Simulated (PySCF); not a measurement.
**How methods differ on the excitation energy of Pb⁺**

Pb⁺ [Xe] 4f14 5d10 6s2 6p1 (2P) → Pb⁺ [Xe] 4f14 5d10 6s1 6p1 7s1 (4P), as a difference of total energies. Computed with PySCF 2.14 in aug-cc-pVTZ-DK3 (9s8p6d3f, 84 functions), with scalar relativity by spin-free X2C-1e. Correlated levels: valence: [Xe] 4f14 5d10 frozen. The calculations carry no spin-orbit coupling.

```json
{"method": "UHF", "excitation energy (cm⁻¹)": "106470"}
{"method": "MP2 (valence)", "excitation energy (cm⁻¹)": "110950"}
{"method": "SCS-MP2 (valence)", "excitation energy (cm⁻¹)": "112740"}
{"method": "CCSD (valence)", "excitation energy (cm⁻¹)": "112100"}
{"method": "CCSD(T) (valence)", "excitation energy (cm⁻¹)": "112180"}
```

A first-order spin-orbit estimate (lowest level to lowest level, LS coupling) adds -0.057 eV.

The promoted electron is Rydberg-like, and one or two diffuse shells describe it only roughly, which tends to raise the upper state.
